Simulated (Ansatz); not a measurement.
`[NH2][Ge]([NH2])([Cl])[Cl]` → `[Cl][Ge][Cl]` + `NN` at 700 K and 1 bar (germylene formation by 1,1-elimination).

Program: Ansatz. Geometries: PBE0-D4/def2-TZVP. ΔE: electronic, gas phase. CCSD(T)/CBS adds triple-zeta CCSD(T) − MP2 to the extrapolated MP2 energy (def2 sets, frozen cores). This one scheme is used for every species. For Ge outer-core shells are correlated without core-valence functions, which leaves a few kJ/mol of doubt a bond. Scalar relativity is left out up to krypton. Each species was taken in one conformer, which may not be the lowest.

| species | CCSD(T)/CBS energy (Eh) | H − E (kJ/mol) | S (J/(mol·K)) |
| --- | --- | --- | --- |
| `[NH2][Ge]([NH2])([Cl])[Cl]` | -3107.61496 | 225.6 | 483.9 |
| `[Cl][Ge][Cl]` | -2995.74627 | 41.4 | 343.0 |
| `NN` | -111.76471 | 177.0 | 281.0 |

H − E and S are ideal-gas, rigid-rotor, harmonic terms from PBE0-D4/def2-TZVP, for one conformer and one mirror image of each species. 1 Eh = 2625.50 kJ/mol, R = 8.31446 J/(mol·K).

Task: By hand: ΔE, ΔH, ΔS and ΔG.

Result: ΔE = (-2995.74627) + (-111.76471) − (-3107.61496) = 0.10398 Eh = 273.0 kJ/mol. Δ(H − E) = 41.4 + 177.0 − 225.6 = -7.2, so ΔH = 265.8 kJ/mol. ΔS = 343.0 + 281.0 − 483.9 = 140.1 J/(mol·K). ΔG = 265.8 − 700 × (140.1)/1000 = 167.7 kJ/mol.

Task: By hand: the equilibrium constant, and the temperature at which ΔG would vanish if ΔH and ΔS stayed fixed.

Result: log₁₀ K = −ΔG/(RT ln 10) = -12.5. ΔG = 0 at ΔH/ΔS = 1897 K.

The number of gas molecules changes by +1, which sets the sign of ΔS. A doubt of 5 kJ/mol in ΔE shifts log₁₀ K by 0.4 here. Other conformers and mirror images would add mixing entropy, several J/(mol·K) or more a flexible species. These are equilibria of isolated gas molecules and say nothing of rates. Largest T1 diagnostic: 0.013 (customary marks: 0.02 for closed shells, 0.045 for open ones).
